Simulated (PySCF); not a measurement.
SMILES C=C[SiH2][SiH2][GeH3] at its GFN2-xTB optimised geometry (Å):

```
15

C      2.6874     1.2380    -0.5503
C      2.2554     0.3796     0.3601
Si     1.6891    -1.3806     0.0000
Si    -0.6376    -1.3806     0.0000
Ge    -1.4824     0.8040     0.0000
H      2.7875     0.9577    -1.5871
H      2.9711     2.2519    -0.3110
H      2.1802     0.7201     1.3873
H      2.2661    -1.7984    -1.2846
H      2.2676    -2.2519     1.0333
H     -1.2034    -2.0814    -1.1608
H     -1.2017    -2.0760     1.1653
H     -1.1519     1.6099     1.2243
H     -0.9667     1.6765    -1.1088
H     -2.9711     0.9789    -0.1115
```

Computed with PBE0/def2-TZVP in PySCF. Cells within 0.4 Å of a nucleus heavier than hydrogen are left out (blank, or x).

Map of the electrostatic potential (hartree/e), clipped to [-0.08, 0.12] on the plane z = 0.6 Å:

```
|1111111111111111111111111|
|1111111111111111111111111|
|1111111111111111111121111|
|1111111111001111112222111|
|1111111110000111112222211|
|1111111111100011123332211|
|1100111232210001123442211|
|1101113689631000124532111|
|1111237999962100246531111|
|1112479999994212799931000|
|1112589999996326999940000|
|11112599999963399xx950000|
|1111139999997559999940000|
|1111125999999999999920000|
|1111123699999999999731101|
|1111123699999999999931111|
|1111112599999999999931111|
|1111112499999999999721111|
|1111111259999679999521111|
|1111111123454444565211111|
|1111111111222222222111111|
|1111111111122222111111111|
|1111111111111111111111111|
|1111111111111111111111111|
|1111111111111111111111111|
```
Scale: ten equal steps from -0.019 (start of '0') to 0.120 (end of '9'), in the order '0123456789'; x runs from -5.00 to 5.00, y from -5.00 (bottom) to 5.00 (top).
